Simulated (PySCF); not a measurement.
ORD: SMILES C1C=C=C(N(C)C)CCCC1, C₁₀H₁₇N

Cartesian coordinates in Å; atom numbers follow the order of the lines, from 1:
```xyz
28

C     3.7562    0.1449   -0.0501
N     2.5956    0.5513    0.7040
C     2.8768    1.4297    1.8077
C     1.4256    0.8296    0.0029
C     0.5975    1.8322    0.2808
C    -0.5513    2.4064    0.5568
C    -1.6412    1.6410    1.2707
C    -2.3124    0.6234    0.3396
C    -1.4061   -0.4740   -0.2365
C    -0.4826   -0.0935   -1.4142
C     1.0132   -0.1175   -1.1043
H     4.5049   -0.2884    0.6305
H     3.4947   -0.6276   -0.7854
H     4.2358    0.9857   -0.5947
H     2.0018    1.4875    2.4711
H     3.7281    1.0398    2.3850
H     3.1149    2.4638    1.4804
H    -0.7916    3.4070    0.1706
H    -1.2141    1.1060    2.1353
H    -2.4051    2.3302    1.6659
H    -3.1272    0.1363    0.9028
H    -2.8025    1.1587   -0.4936
H    -0.8020   -0.9047    0.5822
H    -2.0676   -1.2902   -0.5695
H    -0.7552    0.9021   -1.7994
H    -0.6511   -0.7922   -2.2498
H     1.2978   -1.1324   -0.7733
H     1.5833    0.0780   -2.0297
```

The calculation used PySCF, TDDFT CAM-B3LYP/def2-SVP circular dichroism and optical rotation, one conformer, gas phase. Geometry: PBE0-D3(BJ)/def2-SVP.

States above about 6.6 eV (minus the energy of the highest occupied orbital) lie near or above the ionisation threshold and depend on the basis. No stereocentre is labelled: unless the shape is locked (an allene, a helicene, a hindered biaryl), the mirror image is equally populated and a measured rotation or CD is zero.

(1) What is the specific rotation at 633, 589.3, 546, 436, 405, 365, 355 nm?

(2) And for the mirror image at 589.3 nm?

(3) What is the molar rotation [Φ] = [α]·M/100 of the geometry above at 589.3 nm?

## Answers

(1) [α] in deg dm⁻¹ (g/mL)⁻¹:
| λ (nm) | origin-invariant length gauge | modified velocity gauge | length gauge (centre of mass) | isotropic polarisability (au) |
| --- | --- | --- | --- | --- |
| 633 | -709.8 | -760.0 | -709.5 | 119.4 |
| 589.3 | -847.9 | -906.0 | -847.7 | 120.0 |
| 546 | -1032.8 | -1100.6 | -1032.5 | 120.7 |
| 436 | -1976.5 | -2082.3 | -1976.4 | 123.6 |
| 405 | -2533.1 | -2654.4 | -2533.3 | 125.0 |
| 365 | -3795.3 | -3938.8 | -3796.5 | 127.6 |
| 355 | -4297.2 | -4445.6 | -4298.9 | 128.5 |

(2) +847.9 deg dm⁻¹ (g/mL)⁻¹ (origin-invariant length gauge): the same size and the opposite sign.

(3) With M = 151.25 g/mol, -1282.5 deg cm² dmol⁻¹ (origin-invariant length gauge).

The first excitation lies at 4.53 eV (274 nm) with R = -38.4 × 10⁻⁴⁰ esu² cm² (velocity form).
